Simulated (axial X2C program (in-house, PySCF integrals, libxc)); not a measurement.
## What spin–orbit coupling does to OsH

Computed with an in-house relativistic program for diatomic molecules. Spin-free means the one-electron spin-free X2C Hamiltonian; two-component (2c) means X2C with spin–orbit coupling and atomic mean-field two-electron Coulomb and Gaunt terms, so the difference of the two also holds small scalar two-electron terms. Basis: Os dyall-cv3z [13s14p9d6f4g], H dyall-v3z [6s2p1d] (cores contracted in-house); Gaussian nuclei, density fitting, unrestricted open shells. Masses: Os 191.961 u, H 1.008 u.

Spin-free state: M_S = 3/2, Λ = 0 (beyond evenly filled blocks: σα, δ+α, δ-α); fragments Os + H.

```
level  Re (Å)  ωe (cm⁻¹)  De (eV)  μ (D)
 PBE0   1.580     2245.4    2.722  -1.62
```

Dipoles are positive if H is the positive end.

Two-component determinant lowest at the distance of the search:

Ω = 5/2 (⟨Sz⟩ = 1.42, ⟨Lz⟩ = 1.08 at PBE0); fragments Os + H.

| level | Re (Å) | ωe (cm⁻¹) | De (eV) | μ (D) |
| --- | --- | --- | --- | --- |
| PBE0 | 1.578 | 2256.4 | 2.581 | -1.19 |

From the two tables, how do the constants change at the PBE0 level (2c against spin-free)?

At the PBE0 level Re falls by 0.002 Å and ωe rises by 11.0 cm⁻¹; De changes by -0.141 eV. The two determinants differ in configuration, so these shifts compare two states and are not the spin–orbit effect on one state.

Occupations by symmetry block were frozen at the best pattern of an incomplete PBE0 search. Dissociation energies refer to the lowest single-determinant-based atoms at the same level and basis. Density functionals use the spin component along the axis (collinear). Other states lie close and PBE0, whose exact exchange favours high spin, may order them wrongly; the determinant shown need not be the ground state. The nearest other spin-free determinant of the search, M_S = 3/2, Λ = 1, lies 0.09 eV up at the distance of the search. Without a current term, density functionals place determinants with orbital angular momentum somewhat too high. With several unpaired electrons one determinant need not be a pure state.
